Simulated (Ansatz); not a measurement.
Harmonic frequencies (cm⁻¹) at PBE0-D4/def2-TZVP from Ansatz: 77, 332, 359, 364, 391, 530, 672, 713, 717, 819, 872, 878, 926, 973, 992, 1023, 1060, 1102, 1109, 1159, 1252, 1261, 1598, 1620, 2532, 2546, 3528, 3529, 3632, 3632.

**Question.** Which molecule is it?
A. `[BH2-]1[SH+][BH2-][SH+]1`
B. `F[B@H-]1[NH2+][B@@H-](F)[NH2+]1`
C. `[CH3][Ga@-]1([Cl])[Cl+][Ga@@-]([CH3])([Cl])[Cl+]1`
D. `F[B@H-]1[OH+][B@@H-](F)[OH+]1`

**Answer.** B.
